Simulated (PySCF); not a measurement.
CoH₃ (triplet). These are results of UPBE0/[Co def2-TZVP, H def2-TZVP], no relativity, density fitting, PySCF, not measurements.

Harmonic bands of its minimum:

```
ω (cm⁻¹)  IR (km/mol)
     476         96.5
     557         53.1
     949         32.4
    1455          0.0
    1777          175
    3312          230
```

Task: The central atom is Co. Infer the point group and assign the bands.

Result: C2v. The modes span 2b2 + b1 + 3a1: 476 b2, 557 b1, 949 a1, 1455 b2, 1777 a1, 3312 a1. The computed geometry has Co–H 1.567 Å, Co–H 1.680 Å (×2), H–H 0.818 Å; Co–H–H 75.9° (×2), H–Co–H 28.2°, H–Co–H 165.9° (×2).

This need not be the most stable arrangement of these atoms. Open d and f shells are described by one determinant, and the ground state may have another occupation or spin.
